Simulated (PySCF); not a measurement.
Isomers of C4H6OSSi.

All values: PBE0/def2-SVPD (PySCF) at GFN2-xTB geometries, gas phase, one conformer each. Core orbitals are frozen in the response; Δα² is half the sum of the squared differences of the principal polarisabilities.

Problem. Rank by HOMO–LUMO gap, highest first.
A. `[CH2:1]=[CH:2][SiH2:3][O:4][CH:5]=[C:6]=[S:7]` with C1–C2–Si3–O4 -177°, C2–Si3–O4–C5 180°, Si3–O4–C5–C6 1°
B. `[CH:1]#[C:2][CH2:3][C:4](=[O:5])[SiH2:6][SH:7]` with C2–C3–C4–O5 -146°, C3–C4–Si6–S7 168°, C4–Si6–S7–H 6°
C. `[O:1]=[CH:2][C@H:3]1[SiH2:4][CH:5]=[CH:6][S:7]1` with O1–C2–C3–Si4 88°
D. `[SiH3:1][O:2][c:3]1[cH:4][cH:5][s:6][cH:7]1` with Si1–O2–C3–C4 180°
E. `O=C1CSC=C1[SiH3]`
F. `C[Si@H]1C=CC(=S)O1`

Solution. D (6.16 eV), C (5.63 eV), B (5.50 eV), E (5.04 eV), F (4.01 eV), A (3.39 eV).

Problem. Rank by HOMO energy, highest first.
A. `[O:1]=[CH:2][C@H:3]1[SiH2:4][CH:5]=[CH:6][S:7]1` with O1–C2–C3–Si4 88°
B. `[CH2:1]=[CH:2][SiH2:3][O:4][CH:5]=[C:6]=[S:7]` with C1–C2–Si3–O4 -177°, C2–Si3–O4–C5 180°, Si3–O4–C5–C6 1°
C. `O=C1CSC=C1[SiH3]`
D. `C[Si@H]1C=CC(=S)O1`
E. `[CH:1]#[C:2][CH2:3][C:4](=[O:5])[SiH2:6][SH:7]` with C2–C3–C4–O5 -146°, C3–C4–Si6–S7 168°, C4–Si6–S7–H 6°

Solution. B (-6.10 eV), D (-6.44 eV), A (-6.74 eV), C (-6.95 eV), E (-7.32 eV).

Problem. Rank by dipole moment, lowest first.
A. `[SiH3:1][O:2][c:3]1[cH:4][cH:5][s:6][cH:7]1` with Si1–O2–C3–C4 180°
B. `[Si@@H]1(C)OC(=S)C=C1`
C. `[O:1]=[CH:2][C@H:3]1[SiH2:4][CH:5]=[CH:6][S:7]1` with O1–C2–C3–Si4 88°
D. `[CH:1]#[C:2][CH2:3][C:4](=[O:5])[SiH2:6][SH:7]` with C2–C3–C4–O5 -146°, C3–C4–Si6–S7 168°, C4–Si6–S7–H 6°
E. `O=C1CSC=C1[SiH3]`
F. `[CH2:1]=[CH:2][SiH2:3][O:4][CH:5]=[C:6]=[S:7]` with C1–C2–Si3–O4 -177°, C2–Si3–O4–C5 180°, Si3–O4–C5–C6 1°

Solution. A (0.52 D), F (1.37 D), E (2.64 D), D (3.13 D), C (3.38 D), B (5.14 D).

All values together:

| SMILES | μ (D) | HOMO (eV) | LUMO (eV) | α (Å³) | Δα (Å³) |
| --- | --- | --- | --- | --- | --- |
| C[Si@H]1C=CC(=S)O1 | 5.14 | -6.44 | -2.43 | 14.82 | 9.75 |
| C=C[SiH2]OC=C=S | 1.37 | -6.10 | -2.71 | 14.94 | 10.45 |
| O=C[C@H]1[SiH2]C=CS1 | 3.38 | -6.74 | -1.11 | 13.72 | 4.88 |
| [SiH3]Oc1ccsc1 | 0.52 | -6.55 | -0.39 | 13.57 | 6.64 |
| O=C1CSC=C1[SiH3] | 2.64 | -6.95 | -1.90 | 14.24 | 7.63 |
| C#CCC(=O)[SiH2]S | 3.13 | -7.32 | -1.82 | 14.05 | 6.06 |

Conformers: `[CH2:1]=[CH:2][SiH2:3][O:4][CH:5]=[C:6]=[S:7]` with C1–C2–Si3–O4 -177°, C2–Si3–O4–C5 180°, Si3–O4–C5–C6 1°; `[O:1]=[CH:2][C@H:3]1[SiH2:4][CH:5]=[CH:6][S:7]1` with O1–C2–C3–Si4 88°; `[SiH3:1][O:2][c:3]1[cH:4][cH:5][s:6][cH:7]1` with Si1–O2–C3–C4 180°; `[CH:1]#[C:2][CH2:3][C:4](=[O:5])[SiH2:6][SH:7]` with C2–C3–C4–O5 -146°, C3–C4–Si6–S7 168°, C4–Si6–S7–H 6°.
